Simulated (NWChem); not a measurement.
System: BNH4O2; SMILES OB(O)N

```xyz
8

B      0.0000     0.0063     0.0000
O     -1.2223     0.6422     0.0000
H     -1.1730     1.5997     0.0000
O      1.2097     0.6660     0.0000
H      1.1416     1.6224     0.0000
N      0.0139    -1.4020     0.0000
H      0.8716    -1.9320     0.0000
H     -0.8331    -1.9489     0.0000
```
Atoms are numbered in this order, from 1.

All runs: NWChem. The geometry was optimised at PBE0/def2-SVP. GIAO values for the isolated, static molecule; σ is the absolute isotropic shielding, δ = σ(reference) − σ with the isolated reference molecule computed at the same levels (11B: boron trifluoride, 1H: tetramethylsilane, 15N: ammonia, 17O: water).

### Question
Estimate the computed values for PBE/pcSseg-1. Quantities: δ B1 (ppm); δ O2 (ppm); δ H3 (ppm); δ N6 (ppm); δ H7 (ppm).

### Answer
The δ B1 (ppm) is 8.3, the δ O2 (ppm) is 88.8 and the δ H3 (ppm) comes out as 1.43. The δ N6 (ppm) comes out as 46.7 and the δ H7 (ppm) comes out as 1.42.
